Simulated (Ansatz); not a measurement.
`O=[CH][SnH2][OH]` and `C[NH][SnH2][CH]=O` differ in one atom or group.

Ansatz, PBE0-D4/def2-TZVP geometries, multiplicity 1. Each molecule was computed in one conformer, which needn't be the lowest.

Elements past krypton have def2 core potentials.

```tsv
property	`O=[CH][SnH2][OH]`
size of the dipole moment (ωB97M-V/def2-TZVPP) / D	3.05
HOMO–LUMO gap (B3LYP/def2-TZVPP) / eV	4.90
HOMO–LUMO gap (ωB97M-V/def2-TZVPP) / eV	9.84
HOMO energy (ωB97M-V/def2-TZVPP) / eV	-9.35
HOMO–LUMO gap (PBE/def2-TZVPP) / eV	2.86
LUMO energy (PBE0/def2-TZVPP) / eV	-1.79
```

What does the change do to each property? (Best estimate.)

Ansatz gave: 
```csv
property,`C[NH][SnH2][CH]=O`,shift
size of the dipole moment (ωB97M-V/def2-TZVPP) / D,1.37,-1.68
HOMO–LUMO gap (B3LYP/def2-TZVPP) / eV,4.36,-0.54
HOMO–LUMO gap (ωB97M-V/def2-TZVPP) / eV,9.28,-0.56
HOMO energy (ωB97M-V/def2-TZVPP) / eV,-8.50,0.85
HOMO–LUMO gap (PBE/def2-TZVPP) / eV,2.35,-0.51
LUMO energy (PBE0/def2-TZVPP) / eV,-1.45,0.34
```

With PBE0 the HOMO rises by 0.88 eV and the LUMO rises by 0.34 eV, so the gap narrows by about 0.54 eV. PBE moves the HOMO by 0.86 eV and ωB97M-V by 0.85 eV. Dipoles are sizes alone; their direction can turn.

B3LYP here is the variant with VWN-RPA as its local correlation; programs differ in this.
